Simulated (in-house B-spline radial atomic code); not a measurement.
Radial electron density of the cerium ion Ce⁴⁺, [Kr] 4d10 5s2 5p6. Level of theory: Dirac-Kohn-Sham B97-1, spherical fractional occupations, Fermi nucleus of rms radius 4.8771 fm; calculated with a radial B-spline atomic code at the basis-set limit.

Columns: r (bohr), 4πr²n(r) (electrons per bohr), bar.

```
0.000971    2.663 #
 0.00119    3.754 ##
 0.00147     5.33 ##
 0.00181    7.471 ###
 0.00222    10.31 #####
 0.00274    14.22 ######
 0.00336    19.15 ########
 0.00414    25.53 ###########
 0.00509    33.25 ###############
 0.00626    42.26 ###################
  0.0077     52.1 #######################
 0.00948    61.94 ###########################
  0.0117    70.54 ###############################
  0.0143    76.02 #################################
  0.0176    77.74 ##################################
  0.0217    75.38 #################################
  0.0267    70.89 ###############################
  0.0328    68.11 ##############################
  0.0404    71.11 ###############################
  0.0497    81.11 ####################################
  0.0611    93.62 #########################################
  0.0752    99.98 ############################################
  0.0925     94.1 #########################################
   0.114     80.6 ###################################
    0.14    73.42 ################################
   0.172    79.27 ###################################
   0.212    86.49 ######################################
    0.26     76.7 ##################################
    0.32    51.27 #######################
   0.394     32.7 ##############
   0.485    32.48 ##############
   0.596    36.12 ################
   0.733    29.64 #############
   0.902    17.88 ########
    1.11    10.87 #####
    1.37    8.606 ####
    1.68     6.46 ###
    2.07    3.371 #
    2.54    1.146 #
    3.13   0.2286 
    3.84  0.02599 
    4.73 0.001359 
    5.82 3.012e-05
```

On this grid the curve has 4 maxima, near 0.0176, 0.0752, 0.212, 0.596 bohr.

The 5s1/2 radial function P(r) = rR(r), positive near the nucleus, with its small component Q(r) (sign convention: Q ≈ (P' + κP/r)/2c):

| r (bohr) | P | Q |
| --- | --- | --- |
| 0.000345 | 0.01429 | -0.003093 |
| 0.000522 | 0.02059 | -0.004548 |
| 0.00079 | 0.02949 | -0.006599 |
| 0.00119 | 0.04168 | -0.009432 |
| 0.00181 | 0.0586 | -0.01344 |
| 0.00274 | 0.08033 | -0.01878 |
| 0.00414 | 0.1064 | -0.02563 |
| 0.00626 | 0.1337 | -0.03382 |
| 0.00948 | 0.1534 | -0.04235 |
| 0.0143 | 0.1484 | -0.04863 |
| 0.0217 | 0.09311 | -0.04833 |
| 0.0328 | -0.02879 | -0.0362 |
| 0.0497 | -0.186 | -0.01068 |
| 0.0752 | -0.2454 | 0.0179 |
| 0.114 | -0.04133 | 0.02733 |
| 0.172 | 0.3065 | 0.006504 |
| 0.26 | 0.2535 | -0.01739 |
| 0.394 | -0.3509 | -0.009663 |
| 0.596 | -0.4396 | 0.01034 |
| 0.902 | 0.4606 | 0.00777 |
| 1.37 | 0.9925 | -0.002947 |
| 2.07 | 0.5528 | -0.003596 |
| 3.13 | 0.103 | -0.0007886 |
| 4.73 | 0.004661 | -3.835e-05 |
